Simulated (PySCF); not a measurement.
**Which element holds H most strongly?**

PBE in PySCF with def2-TZVPPD on every atom (core potentials on Ru, In), for the lowest determinant that a PBE0 search found; no spin–orbit coupling. D0 is De less the harmonic zero-point energy.

```tsv
M	state (unpaired electrons)	Re (Å)	ωe (cm⁻¹)	D0(MH) (eV)
In	singlet (closed shell)	1.872	1390	2.57
Si	doublet (π ↑)	1.544	1952	3.00
B	singlet (closed shell)	1.251	2245	3.38
P	triplet (π ↑↑)	1.440	2290	3.12
Zn	doublet (σ ↑)	1.621	1491	0.89
As	triplet (π ↑↑)	1.546	2089	2.83
Ru	quartet (σ ↑, δ ↑↑)	1.573	2018	2.76
```

Q: Order the elements by D0 and give the energy of InH + Ru → RuH + In.

A: B > P > Si > As > Ru > In > Zn; ΔE = 2.57 − 2.76 = -0.19 eV at PBE/def2-TZVPPD. Close neighbours can swap at other levels.

The metal atom is held in its measured ground configuration; semilocal functionals can put another filling of s and d lower by some tenths of an eV, and De to that atom would be smaller. Spin–orbit coupling is left out, which matters for elements this heavy, above all for dissociation energies. States were picked by a PBE0 search and need not be the measured ground states.
